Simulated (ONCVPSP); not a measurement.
**Pb: one change to an ONCV potential, before and after**

| Quantity | Value |
| --- | --- |
| Element | lead (Pb) |
| Generator | ONCVPSP 4.0.1 |
| Type | optimised norm-conserving Vanderbilt (ONCV) |
| Functional | PBE |
| Relativity | scalar-relativistic |
| Frozen core | [Xe] 4f14 5d10 |
| Valence charge | 4 |
| Reference configuration | 6s2 6p2 |
| Partial waves | 6s: rc 1.80 bohr, ncon 4, nbas 7, qcut 3 1/bohr, 3 projectors, debl 2.1 Ha; 6p: rc 2.40 bohr, ncon 4, nbas 7, qcut 3.6 1/bohr, 3 projectors, debl 2.5 Ha |
| Local potential | polynomial inside 1.35 bohr (lpopt 5, dvloc0 1 Ha) |
| Core correction | Teter function, fcfact 5.25, rcfact 1.65 |

Change: p: qcut 5.3.

Cutoffs: the cutoffs (Ha) at which the residual kinetic energy of the hardest occupied pseudo-wave falls to 1 and 0.1 mHa per electron; they do not see the model core or the augmentation charge, which bear on the density cutoff. Errors are all-electron minus pseudo energies relative to the spin-unpolarised reference configuration.

Problem. What does the change do?

Solution. The potential gets neither clearly harder nor softer (11 Ha and 23 Ha → 11 Ha and 23 Ha); both files keep a bound ghost (s); the number of tests with a reliable result goes from 4 to 3; the errors of the 3 common tests hardly move; the range in which the p phases agree narrows (upper end 3.7 → 1.0).

```tsv
quantity	base	changed
cutoff, loose	11 Ha	11 Ha
cutoff, tight	23 Ha	23 Ha
loose cutoff by channel	s 11 Ha, p 5.0 Ha	s 11 Ha, p 5.6 Ha
bound ghosts	s	s
GHOST(+) flags under 300 eV	s at 27.8 eV, p at 109.4 eV	p at 27.0 eV, s at 27.8 eV
tests with a reliable result	4 of 4	3 of 4
error for 6s2 6p1, meV [ΔE 6.58 eV]	-109	-108
error for 6s2 6p0, meV [ΔE 20.02 eV]	-517	-517
error for 6s1 6p3, meV [ΔE 8.74 eV]	-46	-47
s: phases at 1.83 bohr within 0.05 rad from the reference energy up to (Ha; the scan ends near 5)	to the end of the scan	to the end of the scan
p: phases at 2.43 bohr within 0.05 rad from the reference energy up to (Ha; the scan ends near 5)	3.7	1.0
rms error of d²Exc/dni dnj with the model core, mHa	4.92	4.91
```

Base: The cutoffs count occupied waves only; projector 3 of the s channel, the hardest unoccupied one, needs 62 Ha at the loose tolerance. Changed file: The cutoffs count occupied waves only; projector 3 of the s channel, the hardest unoccupied one, needs 62 Ha at the loose tolerance. A true bound ghost makes a file unfit for plane-wave use even where its test errors are small: the radial tests pick states by their node count and pass the ghost by.
